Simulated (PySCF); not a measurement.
C₅H₆O₂, SMILES O1C=COC1=CC. The structure is a stationary point at PBE-D3(BJ)/def2-SVP.

Computed equilibrium geometry at PBE-D3(BJ)/def2-SVP (PySCF confirms it by a frequency run) as Cartesian coordinates in Å, and its point group:
point group Cs.
```xyz
13

C     -0.3303     2.6346     0.0000
C      0.6421     1.4938     0.0000
C      0.2777     0.1959     0.0000
O     -1.0243    -0.2759     0.0000
C     -0.9370    -1.6559     0.0000
C      0.3598    -2.0158     0.0000
O      1.1476    -0.8808     0.0000
H     -0.2024     3.2884     0.8907
H     -0.2024     3.2884    -0.8907
H     -1.3769     2.2732     0.0000
H      1.7242     1.6876     0.0000
H     -1.8740    -2.2184     0.0000
H      0.8712    -2.9817     0.0000
```
Charge 0, spin multiplicity 1.
